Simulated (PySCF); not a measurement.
Compound: C₃H₅GeN₂OP.
Numbering: `[O:1]=[CH:2][c:3]1[p:4][cH:5][n:6][n:7]1[GeH3:8]` (hydrogens: H9 on C2; H10 on C5; H11, H12, H13 on Ge8)

Geometry (PBE0-D3(BJ)/def2-SVP, Å), atoms numbered from 1 in this order:
```xyz
13
C3H5GeN2OP angstrom
O     -1.781    1.380    0.950
C     -0.657    1.831    0.859
C      0.507    1.000    0.587
P      2.169    1.488    0.409
C      2.490   -0.221    0.142
N      1.442   -1.026    0.188
N      0.339   -0.340    0.437
Ge    -1.301   -1.335    0.538
H     -0.460    2.921    0.980
H      3.465   -0.671   -0.058
H     -2.228   -0.867   -0.583
H     -0.773   -2.752    0.284
H     -1.875   -1.190    1.946
```

Computed with TDDFT CAM-B3LYP/def2-SVPD, vertical, gas phase, core orbitals frozen in the response in PySCF. Relativistic effects, spin–orbit coupling among them, are left out although an element past zinc is present.

Frontier orbitals with the atoms that hold most of them (Löwdin shares over 4%, at most four atoms; ? is withheld):

| orbital | ε (eV) | atoms |
| --- | --- | --- |
| LUMO+2 | 0.88 | P4 27%, C5 26%, N6 25%, C3 6% |
| LUMO+1 | 0.76 | Ge8 47%, H11 10%, H13 10%, H12 10% |
| LUMO | ? | C2 21%, P4 21%, O1 19%, C3 13% |
| HOMO | -8.65 | ? |
| HOMO-1 | -9.44 | N6 30%, P4 27%, O1 16%, C3 7% |
| HOMO-2 | -9.46 | C5 24%, N6 22%, N7 18%, C3 17% |
| HOMO-3 | -9.66 | O1 42%, P4 10%, C2 9%, N6 8% |

(1) Give the leading atoms of the HOMO.

(2) What is the LUMO energy, and the HOMO–LUMO gap?

Answers

(1) P4 (bonded to 2 C) 36%; C3 (bonded to C, N and P) 18%; C5 (bonded to N, P and H) 13%; N7 (bonded to C, Ge and N) 13%. By element: phosphorus 36%, carbon 32% or more, nitrogen 13% or more.

(2) ε(LUMO) = -1.41 eV; the gap is 7.25 eV (0.2663 hartree).

The HOMO–LUMO gap is 7.25 eV. Where does the response calculation put the lowest singlet, and from which orbitals?

S1 is at 3.95 eV (f = 0.0009), 3.30 eV below the gap, made of HOMO-3→LUMO (50%), HOMO-1→LUMO (42%). Its leading pair isn't HOMO and LUMO; the energies of that pair differ by 8.25 eV. 

Next come S2 at 4.60 eV (f 0.192), HOMO→LUMO (96%); S3 at 4.76 eV (f 0.0057), HOMO-1→LUMO (54%), HOMO-3→LUMO (41%); S4 at 5.10 eV (f 0.085), HOMO-2→LUMO (91%); S5 at 5.76 eV (f 0.0020), HOMO-4→LUMO (93%).

One conformer stands for the species.
